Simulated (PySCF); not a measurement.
Nuclear quadrupole coupling in `C[Si](C)(O)S`

Compound: C₂H₈OSSi.
Geometry (GFN2-xTB, Å), atoms numbered from 1 in this order:
```
atom  x, y, z in Å
C1    -1.5364   -0.7030   -0.3650
Si2    0.0123    0.3358    0.0007
C3     1.5657   -0.7550    0.0636
O4    -0.1634    1.2419    1.3514
S5     0.2557    1.8710   -1.5018
H6    -2.4395   -0.1019   -0.3034
H7    -1.6362   -1.5270    0.3359
H8    -1.4961   -1.1264   -1.3633
H9     1.4354   -1.5933    0.7421
H10    2.4316   -0.1895    0.3965
H11    1.7975   -1.1603   -0.9159
H12   -0.2622    0.8379    2.2091
H13    0.0312    2.8705   -0.6676
```

Field gradients from the PBE0/pcSseg-1 density (PySCF, non-relativistic), principal values in atomic units, ordered |Vxx| ≤ |Vyy| ≤ |Vzz|:

```csv
atom,Vxx,Vyy,Vzz
O4,-0.3499,-1.1892,1.5391
S5,0.1423,1.8911,-2.0334
```

**Question.** Find the asymmetry η = (Vxx − Vyy)/Vzz and the couplings χ = eQV/h (234.96 MHz × Q in barn × V in au), with Q(17O) = −0.0256 b, Q(33S) = −0.0678 b.

**Answer.** 
```tsv
atom	environment	nucleus	η	χzz (MHz)	χxx (MHz)	χyy (MHz)
O4	silanol oxygen	17O	0.55	-9.26	2.10	7.15
S5	sulfur bonded to Si and H	33S	0.86	32.39	-2.27	-30.13
```

**Question.** What is Vzz at O4 in SI units (1 au = 9.71736 × 10²¹ V/m²)?

**Answer.** 1.5391 au = 14.956 × 10²¹ V/m².

**Question.** What couplings would deuterons (Q(2H) = 0.00286 b) have in place of the hydrogens, at this geometry?

**Answer.** 
```json
{"atom": "H6", "bonded to": "C1", "bond length (Å)": "1.087", "Vzz (au)": "0.3237", "η": "0.01", "χzz (kHz)": "218"}
{"atom": "H7", "bonded to": "C1", "bond length (Å)": "1.086", "Vzz (au)": "0.3257", "η": "0.01", "χzz (kHz)": "219"}
{"atom": "H8", "bonded to": "C1", "bond length (Å)": "1.085", "Vzz (au)": "0.3269", "η": "0.01", "χzz (kHz)": "220"}
{"atom": "H9", "bonded to": "C3", "bond length (Å)": "1.086", "Vzz (au)": "0.3258", "η": "0.01", "χzz (kHz)": "219"}
{"atom": "H10", "bonded to": "C3", "bond length (Å)": "1.086", "Vzz (au)": "0.3236", "η": "0.02", "χzz (kHz)": "217"}
{"atom": "H11", "bonded to": "C3", "bond length (Å)": "1.085", "Vzz (au)": "0.3270", "η": "0.01", "χzz (kHz)": "220"}
{"atom": "H12", "bonded to": "O4", "bond length (Å)": "0.953", "Vzz (au)": "0.5155", "η": "0.06", "χzz (kHz)": "346"}
{"atom": "H13", "bonded to": "S5", "bond length (Å)": "1.321", "Vzz (au)": "0.2641", "η": "0.11", "χzz (kHz)": "177"}
```

The structure is a single GFN2-xTB conformer in the gas phase; no vibrational or solvent corrections. GFN2-xTB bond lengths can be off by several hundredths of an ångström, more for odd bonds, and the gradients follow them. With a basis this small, the couplings can be 20 % off.

The run behind these numbers computed NMR shieldings as well. Hardware: one thread, Arm Neoverse N1 (aarch64), shared host with 64 logical CPUs at a one-minute load of 60. Cost: 31 s (grids of density and orbitals included), 0.69 GiB resident at most.
